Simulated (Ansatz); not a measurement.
Harmonic frequencies (cm⁻¹) at PBE0-D4/def2-TZVP from Ansatz: 148, 184, 330, 373, 397, 505, 516, 614, 732, 835, 1567, 1957, 2447, 3610, 3701.

Each molecule was computed in one conformer, which needn't be the lowest.

Task: Which molecule is it?
A. `[AlH]1[SiH2][PH]1`
B. `[NH2][AlH][SeH]`
C. `ClC1=C(Cl)C1`
D. `C#C[Se]BF`

Result: B.
